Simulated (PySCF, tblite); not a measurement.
Species: C₃H₁₁ClO₂Si₂.
SMILES with atom numbers: `[CH3:1][CH:2]([CH3:3])[O:4][Si@@H:5]([OH:6])[SiH2:7][Cl:8]` (hydrogens: H9, H10, H11 on C1; H12 on C2; H13, H14, H15 on C3; H16 on Si5; H17 on O6; H18, H19 on Si7)

Cartesian coordinates in Å at the GFN2-xTB level; atoms count from 1:
```
atom  x, y, z in Å
C1    -2.2478   -0.7347    0.9948
C2    -0.9135   -0.0517    0.7128
C3    -1.0619    1.4645    0.6316
O4    -0.4201   -0.5344   -0.5136
Si5    1.0741   -1.0299   -0.9028
O6     1.0274   -1.2516   -2.5079
Si7    2.7079    0.5663   -0.6688
Cl8    3.0350    0.9435    1.3080
H9    -2.6506   -0.3949    1.9447
H10   -2.9547   -0.5022    0.2023
H11   -2.1103   -1.8125    1.0321
H12   -0.2044   -0.3008    1.5138
H13   -1.4700    1.8509    1.5612
H14   -1.7287    1.7244   -0.1871
H15   -0.0925    1.9242    0.4534
H16    1.3153   -2.3140   -0.2212
H17    0.2462   -1.6113   -2.9210
H18    4.0137    0.1769   -1.2089
H19    2.4251    1.8966   -1.2308
```

Method: PBE0/pcSseg-1 in PySCF (dipole) on a GFN2-xTB geometry, gas phase.

Masses are those of the commonest isotopes; rigid-rotor values at the optimised geometry. The values belong to one conformer with, in the numbering `[CH3:1][CH:2]([CH3:3])[O:4][Si@@H:5]([OH:6])[SiH2:7][Cl:8]`, C1–C2–O4–Si5 -135°, C2–O4–Si5–O6 -172°, O4–Si5–O6–H -38°, O4–Si5–Si7–Cl8 71°.

**Question.** Give the principal moments of inertia and the rotational constants in GHz.

**Answer.** Ia = 375.96, Ib = 627.81, Ic = 890.80 u·Å²; 505379 MHz·u·Å²/I gives 1344, 805.0 and 567.3 MHz, that is A = 1.3442, B = 0.8050, C = 0.5673 GHz.

**Question.** What kind of rotor is it?

**Answer.** An asymmetric top. Ray's parameter κ = (2B − A − C)/(A − C) = -0.388; −1 is the prolate and +1 the oblate limit.

**Question.** Is it planar, by Δ = Ic − Ia − Ib?

**Answer.** Not planar: Δ = Ic − Ia − Ib = -112.97 u·Å². For a rigid frame Δ = −2 Σ m c², so Σ m c² = 56.49 u·Å² lies off the ab plane: 18.38 from hydrogen and 38.11 from heavier atoms. The atom farthest from that plane is 1.97 Å away.

**Question.** Give the other two planar moments, Paa and Pbb, and the rms extents of the mass along the axes.

**Answer.** Paa = Σ m a² = (Ib + Ic − Ia)/2 = 571.33 and Pbb = Σ m b² = (Ia + Ic − Ib)/2 = 319.47 u·Å². With the mass M = 170.00 u, the rms extents √(P/M) along a, b and c are 1.83, 1.37, 0.58 Å.

**Question.** List the rotational levels J(Ka,Kc) to J = 4 (K).

**Answer.** Above 0(0,0), as E/k:
J = 1: 1(0,1) 0.066, 1(1,1) 0.092, 1(1,0) 0.103
J = 2: 2(0,2) 0.195, 2(1,2) 0.212, 2(1,1) 0.246, 2(2,1) 0.324, 2(2,0) 0.327
J = 3: 3(0,3) 0.381, 3(1,3) 0.391, 3(1,2) 0.459, 3(2,2) 0.521, 3(2,1) 0.535, 3(3,1) 0.681, 3(3,0) 0.682
J = 4: 4(0,4) 0.622, 4(1,4) 0.627, 4(1,3) 0.737, 4(2,3) 0.783, 4(2,2) 0.819, 4(3,2) 0.949, 4(3,1) 0.953, 4(4,1) 1.166, 4(4,0) 1.166

**Question.** Predict some low-J microwave lines.

**Answer.** The dipole components are |μa| = 2.26 D, |μb| = 0.42 D, |μc| = 0.04 D. The squared components, which scale the intensities, stand as 1.00 : 0.04 : 0.00 (a : b : c). Some lines, for components of 0.1 D or more:

| type | branch | J(Ka,Kc) | MHz | lower level (cm⁻¹) |
| --- | --- | --- | --- | --- |
| a | Q | 4(2,2) ← 4(2,3) | 756 | 0.544 |
| a | R | 1(0,1) ← 0(0,0) | 1372 | 0.000 |
| b | Q | 4(2,2) ← 4(1,3) | 1700 | 0.512 |
| a | Q | 4(1,3) ← 4(1,4) | 2304 | 0.436 |
| b | Q | 3(2,2) ← 3(1,3) | 2722 | 0.272 |
| b | R | 3(1,2) ← 2(2,1) | 2810 | 0.225 |
| b | R | 4(2,2) ← 3(3,1) | 2870 | 0.473 |
| b | Q | 3(3,0) ← 3(2,1) | 3047 | 0.372 |
| b | Q | 4(2,3) ← 4(1,4) | 3248 | 0.436 |
| b | Q | 3(3,1) ← 3(2,2) | 3326 | 0.362 |
| a | R | 3(1,3) ← 2(1,2) | 3725 | 0.147 |
| a | R | 3(2,2) ← 2(2,1) | 4117 | 0.225 |
| a | R | 3(2,1) ← 2(2,0) | 4344 | 0.227 |
| b | R | 2(2,1) ← 1(1,0) | 4600 | 0.072 |
| b | R | 4(0,4) ← 3(1,3) | 4822 | 0.272 |
| a | R | 4(0,4) ← 3(0,3) | 5022 | 0.265 |
| b | R | 4(1,4) ← 3(0,3) | 5114 | 0.265 |
| a | R | 4(3,2) ← 3(3,1) | 5589 | 0.473 |
| a | R | 4(1,3) ← 3(1,2) | 5803 | 0.319 |
| a | R | 4(2,2) ← 3(2,1) | 5906 | 0.372 |
| b | R | 3(2,1) ← 2(1,2) | 6738 | 0.147 |
| b | R | 3(3,1) ← 2(2,0) | 7380 | 0.227 |
| b | R | 4(3,2) ← 3(2,1) | 8625 | 0.372 |

**Question.** Estimate the classical rotational partition function at 100 K, 298.15 K and 500 K.

**Answer.** Point group C1, symmetry number σ = 1; q = (√π/σ)·√((kT/h)³/(ABC)), k/h = 20836.6 MHz/K: 215000 at 100 K, 1110000 at 298.15 K, 2410000 at 500 K.

Its lowest GFN2-xTB frequency is 7 cm⁻¹, too small to tell a flat minimum from a shallow saddle. Zero-point vibration and centrifugal distortion are left out. A rigid rotor knows nothing of internal rotation, which can split or shift real lines. Quadrupole hyperfine structure (35Cl) is left out.

The run took 71 s of wall time (grids of density and orbitals included) on one thread of an Arm Neoverse V1, on a shared host, and the process peaked at 0.93 GiB of memory. This is the PBE0/pcSseg-1 job that gave the dipole, with the shieldings it also computed.
